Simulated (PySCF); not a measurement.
# Bond lengths and vibrations by method: AlBF2

All numbers below are calculated, not measured. The program is PySCF 2.14.0, an open-source quantum chemistry code, run on an isolated molecule that a program drew, which may never have been made. The molecule is AlBF2 (charge 0, singlet), drawn as the SMILES string `F[B](F)[Al]`.

The geometry was optimised and harmonic frequencies were computed with HF and MP2, all in the cc-pV(D+d)Z basis, for the commonest isotopes, with a restricted reference for singlets and an unrestricted one otherwise, and a frozen core in MP2. Each result is a local minimum of its method.

Geometry at the HF minimum:
```xyz
4
AlBF2, angstrom
F    -2.2406   -0.5278   -1.8665
B    -2.1048   -0.0351   -0.6324
F    -2.9917   -0.5293    0.2354
Al   -0.5278    1.4865   -0.0675
```

Lengths of the bonds as drawn, in Å (atoms numbered as above):
```
bond,HF,MP2
F1-B2,1.336,1.353
B2-F3,1.336,1.353
B2-Al4,2.263,2.262
```

Rotational constants, in GHz:
| constant | HF | MP2 |
|---|---|---|
| A | 10.68 | 10.32 |
| B | 3.506 | 3.501 |
| C | 2.639 | 2.614 |

Harmonic frequencies in cm^-1, each column in rising order, so a row needn't be the same motion in every method:
```
rank    HF   MP2
   1   135   118
   2   318   309
   3   379     ?
   4   597   567
   5  1229  1177
   6  1297  1256
```

**Estimate the missing MP2 frequency from the HF column.**

A single factor s that minimises the squared misfit of MP2 against s times HF over the other rows is sum(HF x MP2) / sum(HF^2) = 0.9618, with an rms misfit of 8 cm^-1. For rank 3 it gives 0.9618 x 379 = 365 cm^-1. The calculation gives 350 cm^-1, 15 cm^-1 below the estimate. The drawn bonds are on average 0.8 % longer in MP2 than in HF.
